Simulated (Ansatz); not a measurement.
Single points on the cluster W₂F₄.

```yaml
crystal:
  periodic: [false, false, false]
  atoms:
    - {symbol: W, position_ang: [-0.822621, -0.270269, 0.764102]}
    - {symbol: W, position_ang: [0.590036, -0.382821, -0.912230]}
    - {symbol: F, position_ang: [2.232884, -0.575468, -0.010412]}
    - {symbol: F, position_ang: [-2.104330, 0.936249, 0.092846]}
    - {symbol: F, position_ang: [0.336116, -0.459383, 2.237549]}
    - {symbol: F, position_ang: [-0.232085, 0.751701, -2.171854]}
basis:
  gaussian: {orbitals: def2-TZVP, initial_orbitals: start.molden}
hamiltonian: {xc: {name: B2PLYP}}
scf: {omitted_lower_state_checks: [starts]}
```

The file start.molden holds the orbitals of an earlier run on this structure, at another level or in another basis.

```sh
$ ansatz run in.yaml --threads 2 --pin off --events-out ev --progress --plain --max-ram 32768MiB --backend cpu
```

Shortened log:

```
Functional definition: B2PLYP
1572 factors; integrals over basis functions are off by at most 8.4e-4 eV
mean field evaluation 1: about -14496.9312 eV, gradient 1.1e1 eV
mean field evaluation 2: about -14497.1657 eV, gradient 4.6e-1 eV
mean field evaluation 4: about -14497.6866 eV, gradient 1.2e-2 eV
mean field evaluation 8: about -14497.6867 eV, gradient 3.0e-6 eV
mean field -14497.68666981 eV, -532.7801582306 hartree, gradient 7.6e-6 eV, S^2 0.000000; 0 other end points of the search recorded, 0 dependent functions left out; unrestricted orbitals would lower it
4 core orbitals not correlated: weight in the atoms' cores, before any rotation towards them, 1.000 or more for the frozen orbitals, at most 0.000 for the correlated occupied ones
reference -14497.68683906 eV, -532.7801644505 hartree; 28, 28 occupied and 172, 172 virtual orbitals, 1572 factors
second order -67.17942266 eV of doubles, -0.00000000 eV of singles
Total energy: -14515.82528318 eV, -533.4467399771 hartree
Checks for a lower state left out: starts
```

Run time 10 s (2 threads of AMD EPYC 7R13 on a shared host).

The first input with `hamiltonian: {xc: {name: r2SCANh}, dispersion: d4}`, `output: {orbitals: {seedname: orbitals}}` (abridged; 7.5 s):

```
Functional definition: r2SCANh
mean field -14523.26989276 eV, -533.7203243329 hartree, gradient 1.8e-5 eV, S^2 0.000000
Total energy: -14523.31083016 eV, -533.7218287547 hartree
Checks for a lower state left out: starts
```

As the first input, with `hamiltonian: {xc: pbe0, dispersion: d4}`, `output: {orbitals: {seedname: orbitals}}` (abridged; 6 s):

```
Functional definition: PBE0
mean field -14516.47957898 eV, -533.4707849041 hartree, gradient 1.4e-5 eV, S^2 0.000000
Total energy: -14516.62914928 eV, -533.4762815114 hartree
Checks for a lower state left out: starts
```

First input, but with `hamiltonian: {xc: pbe, dispersion: d4}`, `output: {forces: true, orbitals: {seedname: orbitals}}` (abridged; 3.5 s):

```
Functional definition: PBE
mean field -14520.66823993 eV, -533.6247153550 hartree, gradient 8.2e-6 eV, S^2 0.000000
Total energy: -14520.84366242 eV, -533.6311620124 hartree
Atom 0 force    -0.275357    -0.030981     0.315005 eV/Å
Atom 1 force     0.254158    -0.080138    -0.359443 eV/Å
Atom 2 force     0.141907    -0.017828    -0.014295 eV/Å
Atom 3 force    -0.135402     0.068311     0.033158 eV/Å
Atom 4 force    -0.000450    -0.000510     0.156011 eV/Å
Atom 5 force     0.015144     0.061146    -0.130436 eV/Å
Dipole moment:    -0.135210    -0.379285    -0.085823 e Å
Checks for a lower state left out: starts
```

The first input with `gaussian: {orbitals: def2-SVP, initial_orbitals: start.molden}`, `correlation: {method: ccsd_t}`, `output: {orbitals: {seedname: orbitals}}` and without the key `hamiltonian` (abridged; 12 s, on the card):

```
Functional definition: HF
mean field evaluation 16: about -14427.4957 eV, gradient 2.5e-6 eV
mean field evaluation 32: about -14422.8218 eV, gradient 6.0e0 eV
mean field evaluation 64: about -14423.8266 eV, gradient 1.3e0 eV
mean field evaluation 96: about -14421.9300 eV, gradient 1.2e0 eV
mean field -14427.49566502 eV, -530.2006863816 hartree, gradient 2.7e-6 eV, S^2 0.000000; unrestricted orbitals would lower it
mean field evaluation 128: about -14428.6699 eV, gradient 6.1e0 eV
mean field evaluation 160: about -14427.4957 eV, gradient 1.5e-3 eV
mean field evaluation 192: about -14429.0173 eV, gradient 6.4e0 eV
unrestricted determinant -14429.83796555 eV, -530.2867643384 hartree, S^2 2.0724
4 core orbitals not correlated: weight in the atoms' cores, before any rotation towards them, 1.000 or more for the frozen orbitals, at most 0.000 for the correlated occupied ones
second order -41.83653315 eV of doubles, -0.00000000 eV of singles
cycle   1  -34.83277304 eV  change     7.0e0 eV  update   5.1e-1
cycle   2  -38.43379090 eV  change    -3.6e0 eV  update   3.3e-1
[...]
cycle   6  -38.84271753 eV  change   -2.5e-2 eV  update   2.8e-2
cycle   7  -38.82441532 eV  change    1.8e-2 eV  update   1.7e-2
cycle   8  -38.84334204 eV  change   -1.9e-2 eV  update   1.1e-2
cycle   9  -38.87084573 eV  change   -2.8e-2 eV  update   4.9e-3
cycle  10  -38.86706731 eV  change    3.8e-3 eV  update   2.9e-3
cycle  11  -38.86557690 eV  change    1.5e-3 eV  update   1.3e-3
cycle  12  -38.86509425 eV  change    4.8e-4 eV  update   7.4e-4
cycle  13  -38.86559403 eV  change   -5.0e-4 eV  update   3.4e-4
cycle  14  -38.86521498 eV  change    3.8e-4 eV  update   2.2e-4
cycle  15  -38.86587324 eV  change   -6.6e-4 eV  update   1.6e-4
cycle  16  -38.86560198 eV  change    2.7e-4 eV  update   1.0e-4
cycle  17  -38.86558331 eV  change    1.9e-5 eV  update   6.4e-5
perturbative correction -1.68894685 eV, -0.0620676518 hartree
WARN: the results are in doubt because among natural orbitals full CI differs from the method by -0.156 eV
Total energy: -14468.05019518 eV, -531.6910378761 hartree
In doubt: among natural orbitals full CI differs from the method by -0.156 eV
Checks for a lower state left out: starts
```

First input, but with `hamiltonian: {xc: r2scan, dispersion: d4}`, `output: {orbitals: {seedname: orbitals}}` (abridged; 6 s):

```
Functional definition: r2SCAN
mean field -14525.59215644 eV, -533.8056659493 hartree, gradient 2.0e-5 eV, S^2 0.000000
Total energy: -14525.62871178 eV, -533.8070093332 hartree
Checks for a lower state left out: starts
```

Geometry: r2SCAN-D4/def2-SVP.

In the def2 sets W takes a core potential; there is no spin–orbit coupling. Correlated methods freeze 4 core orbitals; core or outer-core shells of W are correlated, in sets that lack core-valence functions. At B2PLYP/def2-TZVP, CCSD(T)/def2-SVP the restricted singlet (for correlated methods, its reference) is unstable: a solution with broken spin symmetry lies lower. The restricted singlet is unstable towards broken spin symmetry at other levels; at r2SCANh-D4/def2-TZVP, PBE0-D4/def2-TZVP, PBE-D4/def2-TZVP, r2SCAN-D4/def2-TZVP this wasn't settled. At CCSD(T)/def2-SVP the program marks the result for the charge 0 singlet as doubtful (large difference). At CCSD(T)/def2-SVP T1 of the charge 0 singlet is large (up to 0.063), so the single-reference result is doubtful. Another isomer (triplet) lies 0.39 eV lower at PBE0-D4/def2-TZVP; other spin states weren't run for this one.
